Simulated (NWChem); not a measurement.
**Relativistic effects in In**

```
In
```
Charge 0, spin multiplicity 2.

Program: NWChem.

Functional B3LYP, all-electron basis x2c-SVPall-2c, contracted for the X2C Hamiltonian and used here with ZORA. The ion keeps the geometry and has multiplicity 1 in the scalar run; the spin-orbit run starts from the same electron counts.

Relative cost: rough, from shared machines, SCF included, scalar ZORA = 1.

B3LYP has NWChem's definition, with VWN1-RPA local correlation. The stability of the SCF solutions was not checked.

```csv
Hamiltonian,ΔSCF ionisation energy (eV),relative cost
scalar ZORA,5.65,1
spin-orbit ZORA,5.83,under 3
```

From scalar ZORA to spin-orbit ZORA the ionisation energy increases by 0.19 eV.
